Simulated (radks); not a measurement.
All-electron atom: In in [Kr] 4d8 5s2 5p3 (not the ground configuration).

Method: Dirac Kohn-Sham, LDA (Slater exchange, Perdew-Wang correlation), spin-unpolarised, spherical densities, point nucleus; open shells fill j = l - 1/2 first; computed with a radial shooting solver on a logarithmic mesh with Libxc functionals.

Energy parts (eV):
| part | energy |
|---|---|
| total | -159909.683 |
| kinetic | 167997.987 |
| electron-nucleus | -387624.489 |
| Hartree | 63905.849 |
| exchange-correlation | -4189.029 |

Orbitals (lengths in bohr, moments of r in powers of bohr):
orbital	occ.	eigenvalue (eV)	<r>
1s1/2	2	-27717.78	0.02974
2s1/2	2	-4162.795	0.1282
2p1/2	2	-3885.159	0.1085
2p3/2	4	-3674.612	0.1138
3s1/2	2	-801.1423	0.3489
3p1/2	2	-688.9932	0.3397
3p3/2	4	-650.9420	0.3509
3d3/2	4	-451.9069	0.3223
3d5/2	6	-444.0984	0.3259
4s1/2	2	-132.2814	0.8405
4p1/2	2	-95.1957	0.8886
4p3/2	4	-88.2617	0.9176
4d3/2	4	-30.0328	1.104
4d5/2	4	-29.0626	1.118
5s1/2	2	-12.2054	2.324
5p1/2	2	-5.1607	2.931
5p3/2	1	-4.6180	3.064

The highest occupied level is 5p3/2 at -4.618 eV. Summed over all electrons, <r^2> = 64.59 bohr^2, which gives a Langevin (diamagnetic) susceptibility term of -51.2 x 10^-6 cm^3/mol.
